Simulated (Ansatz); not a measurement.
GeH2S (SMILES [SH][GeH]) moved off its minimum; all values from Ansatz (an electronic-structure program), cores frozen in correlated methods.
(charge 0, multiplicity 1)
```xyz
4

Ge     0.1713    -0.5704     0.5474
H      0.5431    -1.4045    -0.7369
S     -0.3709     1.0662    -1.0532
H     -0.7435     2.0069    -0.1100
```

Question: Give the forces (eV/Å), the total energy and the dipole at CCSD(T)/def2-TZVPPD.

Answer: 
| atom | Fx | Fy | Fz |
|---|---|---|---|
| Ge1 | -0.347 | 1.064 | -0.952 |
| H2 | 0.161 | -0.452 | -0.070 |
| S3 | -0.033 | -0.037 | 1.781 |
| H4 | 0.220 | -0.575 | -0.759 |
Energy -2474.4023 hartree, dipole 1.42 D.
